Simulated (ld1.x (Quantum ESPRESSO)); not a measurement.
## An all-electron radial function and its pseudo partner (H (Z = 1))

Columns: radius, all-electron u(r) and pseudo u(r) of the 1s shell (level -6.49 eV) of hydrogen in the configuration 1s1; PBE, scalar-relativistic, TM scheme, ld1.x (Quantum ESPRESSO) 7.5.

```tsv
r (bohr)	all-electron	pseudo
0.042	0.0773	0.0666
0.085	0.1498	0.1339
0.128	0.2158	0.1991
0.170	0.2746	0.2601
0.212	0.3281	0.3174
0.255	0.3777	0.3717
0.298	0.4225	0.4209
0.340	0.4619	0.4638
0.382	0.4972	0.5016
0.425	0.5296	0.5352
0.467	0.5578	0.5633
0.510	0.5833	0.5880
0.552	0.6052	0.6087
0.595	0.6248	0.6270
0.638	0.6417	0.6429
0.680	0.6558	0.6564
0.722	0.6678	0.6680
0.765	0.6780	0.6781
0.807	0.6861	0.6862
0.850	0.6927	0.6927
0.892	0.6975	0.6975
0.935	0.7009	0.7009
0.977	0.7029	0.7029
1.020	0.7037	0.7037
1.062	0.7033	0.7033
1.105	0.7019	0.7019
```

(1) How many radial nodes do the two functions have?

(2) At about which radius was the pseudo-wave matched?

(3) Is the pseudo-wave norm-conserving?

Answers

(1) The all-electron 1s function has n − l − 1 = 0; the pseudo-wave has 0.

(2) 0.85 bohr. The columns agree to 0.0005 from 0.72 bohr on; several derivatives are matched, so the curves merge somewhat inside the radius.

(3) Yes: the TM scheme keeps the norm inside the radius equal to the all-electron one, which fixes the energy derivative of the logarithmic derivative at the level.
